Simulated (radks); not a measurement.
The numbers below are computed, except where a source is named.
Coulomb parameter of the 5d shell of neutral osmium in the model configuration [Xe] 4f14 5d6.5 6s1.5, as a second difference U = [E(n + 0.25) + E(n - 0.25) - 2 E(n)] / (0.25)^2 with all orbitals relaxed. "Bare": the charge of the atom changes with n. "Screened": the 6s shell takes up the change at fixed total charge, which measures U(5d,5d) + U(6s,6s) - 2 U(5d,6s). Code: a radial shooting solver on a logarithmic mesh with Libxc functionals. Model: Dirac Kohn-Sham, LDA (Slater exchange, Perdew-Wang correlation), spin-unpolarised, spherical densities, point nucleus; open shells are shared between the two j in proportion to 2j + 1.

case,configuration,E - E(n) (eV)
start,[Xe] 4f14 5d6.5 6s1.5,0.000
bare +0.25,[Xe] 4f14 5d6.75 6s1.5,-1.155
bare -0.25,[Xe] 4f14 5d6.25 6s1.5,1.701
screened +0.25,[Xe] 4f14 5d6.75 6s1.25,0.113
screened -0.25,[Xe] 4f14 5d6.25 6s1.75,-0.060

U(bare) = 8.736 eV, U(screened by 6s) = 0.845 eV. The step up makes a negative ion, whose loosely bound charge lowers the bare value.
